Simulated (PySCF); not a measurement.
SnCl₃I, SMILES [I][Sn]([Cl])([Cl])[Cl]. The structure is a stationary point at PBE-D3(BJ)/def2-SVP. The structure was generated by enumeration; whether it is a known compound was not checked. The def2 effective core potentials stand for the cores of I, Sn; spin–orbit coupling is left out.

Computed equilibrium geometry at PBE-D3(BJ)/def2-SVP (PySCF confirms it by a frequency run) as a Z-matrix:
```
Sn
Cl 1 2.3494
Cl 1 2.3494 2 108.12
Cl 1 2.3494 2 108.12 3 -116.82
I 1 2.6818 2 110.80 4 -121.59
```
Charge 0, spin multiplicity 1.
